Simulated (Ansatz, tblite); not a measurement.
Isomers of Cs9⁻ (singlet), found by a short tight-binding search and relaxed with B3LYP/def2-SVPD in Ansatz.

In the def2 sets Cs takes a core potential; there is no spin–orbit coupling. The xTB rows come from tblite. Correlated methods freeze no core orbitals; core or outer-core shells of Cs are correlated, in sets that lack core-valence functions.

Run but left out: HF/def2-TZVPD (A: restricted singlet, unstable towards broken spin symmetry).

A: The restricted singlet is unstable towards broken spin symmetry in Hartree–Fock (as tested in another run); at PBE/def2-TZVPD, BLYP/def2-TZVPD, r2SCAN/def2-TZVPD, PBE0/def2-TZVPD and others this wasn't settled. At MP2/def2-TZVPD the restricted singlet (for correlated methods, its reference) is unstable: a solution with broken spin symmetry lies lower. B: The restricted singlet is unstable towards broken spin symmetry in Hartree–Fock (as tested in another run); at PBE/def2-TZVPD, BLYP/def2-TZVPD, r2SCAN/def2-TZVPD, PBE0/def2-TZVPD and others this wasn't settled. At MP2/def2-TZVPD the restricted singlet (for correlated methods, its reference) is unstable: a solution with broken spin symmetry lies lower. C: The restricted singlet is unstable towards broken spin symmetry in Hartree–Fock (as tested in another run); at PBE/def2-TZVPD, BLYP/def2-TZVPD, r2SCAN/def2-TZVPD, PBE0/def2-TZVPD and others this wasn't settled. At MP2/def2-TZVPD the restricted singlet (for correlated methods, its reference) is unstable: a solution with broken spin symmetry lies lower. D: The restricted singlet is unstable towards broken spin symmetry in Hartree–Fock (as tested in another run); at PBE/def2-TZVPD, BLYP/def2-TZVPD, r2SCAN/def2-TZVPD, PBE0/def2-TZVPD and others this wasn't settled. At MP2/def2-TZVPD the restricted singlet (for correlated methods, its reference) is unstable: a solution with broken spin symmetry lies lower. E: The restricted singlet is unstable towards broken spin symmetry in Hartree–Fock (as tested in another run); at PBE/def2-TZVPD, BLYP/def2-TZVPD, r2SCAN/def2-TZVPD, PBE0/def2-TZVPD and others this wasn't settled. At MP2/def2-TZVPD the restricted singlet (for correlated methods, its reference) is unstable: a solution with broken spin symmetry lies lower.

Other spin states weren't relaxed.

A:

| atom | x (Å) | y (Å) | z (Å) |
| --- | --- | --- | --- |
| Cs1 | 2.189 | -2.938 | -0.215 |
| Cs2 | -1.133 | -0.794 | 3.372 |
| Cs3 | 4.186 | 1.213 | 2.884 |
| Cs4 | -1.898 | 4.302 | -4.542 |
| Cs5 | 1.590 | -5.124 | 4.821 |
| Cs6 | -4.128 | 2.512 | 0.408 |
| Cs7 | 0.962 | -0.277 | -4.673 |
| Cs8 | -2.900 | -2.159 | -1.614 |
| Cs9 | 1.133 | 3.265 | -0.441 |

B:

```xyz
9

Cs    1.727   -2.723    1.111
Cs   -0.594   -6.173   -2.025
Cs    0.069    7.019    1.771
Cs    1.432   -1.753   -4.268
Cs   -3.601   -2.870    1.541
Cs    3.936    1.153    3.268
Cs    1.681    2.845   -1.507
Cs   -1.648    2.033    2.575
Cs   -3.002    0.470   -2.467
```

C:

Cartesian coordinates in Å:
```
Cs -0.146 3.165 3.179
Cs -3.311 2.122 -2.755
Cs -2.709 -1.245 1.710
Cs -5.205 4.167 1.617
Cs 1.900 3.289 -1.850
Cs 3.300 -0.410 1.624
Cs 0.365 -1.571 -3.066
Cs 5.364 -4.432 -1.383
Cs 0.442 -5.085 0.924
```

D:

```tsv
atom	x (Å)	y (Å)	z (Å)
Cs1	-3.401	2.871	1.794
Cs2	6.789	-0.325	2.702
Cs3	-1.417	0.997	-2.992
Cs4	2.884	-2.234	-0.349
Cs5	-1.687	-1.945	2.777
Cs6	-1.839	-4.274	-1.831
Cs7	1.808	2.073	2.549
Cs8	-6.339	0.027	-1.843
Cs9	3.203	2.810	-2.807
```

E:

```xyz
9

Cs    2.268   -2.772   -4.844
Cs   -2.105    3.663    6.673
Cs   -3.901   -3.647   -0.300
Cs    1.596   -3.486    0.570
Cs   -1.604   -0.884    3.646
Cs    3.091    6.337   -1.409
Cs   -2.573   -4.547   -5.166
Cs    3.367    0.967   -1.187
Cs   -0.139    4.369    2.016
```

Task: Estimate their order by electronic energy at PBE0/def2-TZVPD, counted from the lowest.

Result: C (0.0) < B (5.1) < A (5.3) < D (6.8) < E (34.7), in kJ/mol. Gaps under about 2 kJ/mol are ties within the noise of geometry and basis.

Task: Do the other levels pick the same lowest one?

Result: Not GFN2-xTB. Energies above each level's lowest (kJ/mol):

```csv
level,A,B,C,D,E
GFN2-xTB,5.5,8.2,22.8,0.0,39.9
PBE/def2-TZVPD,5.9,5.7,0.0,7.4,32.4
BLYP/def2-TZVPD,1.2,1.5,0.0,2.1,0.9
r2SCAN/def2-TZVPD,6.6,6.2,0.0,8.1,41.9
PBE0/def2-TZVPD,5.3,5.1,0.0,6.8,34.7
ωB97X-V/def2-TZVPD,3.3,3.0,0.0,4.1,40.3
RPA@PBE/def2-TZVPD,3.6,3.4,0.0,5.0,40.8
MP2/def2-TZVPD,6.1,5.8,0.0,8.3,50.7
```
Point groups (tolerance 0.1 Å): A not assigned, B not assigned, C not assigned, D not assigned, E not assigned. A and B have the same bonds, so they are conformers or stereoisomers. Lower isomers may exist.
